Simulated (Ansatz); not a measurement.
C₃H₉BSi, SMILES `C=CB(C)[SiH3]` at its PBE0-D4/def2-TZVP geometry, where that method's forces vanish. Charge 0, multiplicity 1.

| atom | x (Å) | y (Å) | z (Å) |
| --- | --- | --- | --- |
| C1 | 1.256 | -1.965 | -0.208 |
| C2 | 0.066 | -1.361 | -0.301 |
| B3 | -0.143 | 0.119 | 0.103 |
| C4 | 0.741 | 0.825 | 1.179 |
| Si5 | -1.597 | 1.190 | -0.822 |
| H6 | 2.112 | -1.466 | 0.236 |
| H7 | 1.434 | -2.965 | -0.594 |
| H8 | -0.735 | -1.918 | -0.785 |
| H9 | 1.649 | 0.290 | 1.470 |
| H10 | 0.114 | 0.900 | 2.081 |
| H11 | 0.994 | 1.859 | 0.926 |
| H12 | -0.994 | 1.887 | -1.999 |
| H13 | -2.718 | 0.353 | -1.337 |
| H14 | -2.180 | 2.250 | 0.052 |

Question: For each bond, give half the difference of the two atoms' forces along it (eV/Å; positive pushes the atoms apart) under PBE-D4, r2SCAN-D4, B3LYP-D4, ωB97M-V in def2-TZVPP. (An estimate is asked.)

Answer: Computed: 
```tsv
bond	length (Å)	PBE-D4	r2SCAN-D4	B3LYP-D4	ωB97M-V
C1–C2	1.337	0.41	0.21	0.14	-0.04
C1–H6	1.086	0.04	-0.05	-0.08	-0.05
C1–H7	1.087	0.00	-0.08	-0.10	-0.04
C2–B3	1.548	-0.16	-0.05	-0.03	0.12
C2–H8	1.089	0.08	-0.03	-0.07	-0.08
B3–C4	1.562	-0.05	0.01	0.08	0.07
B3–Si5	2.029	-0.11	-0.01	0.02	0.01
C4–H9	1.093	0.14	-0.01	-0.04	-0.08
C4–H10	1.101	0.14	0.00	-0.05	-0.05
C4–H11	1.094	0.13	-0.01	-0.04	-0.06
Si5–H12	1.495	0.11	-0.01	-0.06	-0.11
Si5–H13	1.492	0.09	-0.02	-0.06	-0.10
Si5–H14	1.492	0.10	-0.02	-0.06	-0.11
```

B3LYP here is the variant with VWN-RPA as its local correlation; programs differ in this.
